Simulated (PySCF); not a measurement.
C2H4GeN2, SMILES N#C/N=[CH]\[GeH3]. Atoms are numbered in the order given.

```xyz
9

N      2.6732    -0.8909    -0.8083
C      2.0531    -0.0268    -0.3350
N      1.4696     1.0340     0.2191
C      0.2130     1.1062     0.4485
Ge    -1.1837    -0.2464     0.0787
H     -0.1141     2.0515     0.9128
H     -1.8135    -0.6192     1.4295
H     -2.2375     0.4328    -0.8089
H     -0.5532    -1.4589    -0.6094
```
Charge 0, spin multiplicity 1.

Coordinates come from a PBE0-D3(BJ)/def2-SVP optimisation. The structure was generated by enumeration; whether it is a known compound was not checked.

Two levels are set side by side: PBE/pcSseg-1 (PySCF) and B3LYP/pcSseg-1 (PySCF). GIAO shifts against GeH4 (⁷³Ge), NH3 (¹⁵N), TMS (¹H), TMS (¹³C) at the same level; non-relativistic, no solvent, atoms listed together averaged. Differences are taken from unrounded values.

| quantity | B3LYP | PBE | PBE minus B3LYP |
|---|---|---|---|
| δ(¹⁵N) of N1 (ppm) | 343.9 | 349.5 | 5.6 |
| δ(¹³C) of C2 (ppm) | 117.9 | 121.7 | 3.8 |
| δ(¹⁵N) of N3 (ppm) | 417.8 | 412.2 | -5.7 |
| δ(¹³C) of C4 (ppm) | 217.4 | 213.3 | -4.2 |
| δ(⁷³Ge) of Ge5 (ppm) | 65.5 | 68.9 | 3.3 |
| δ(¹H) of H6 (ppm) | 9.75 | 9.83 | 0.08 |

Rough cost on one machine, each run with all the roots and properties that it gave: B3LYP against PBE within a factor of 2.
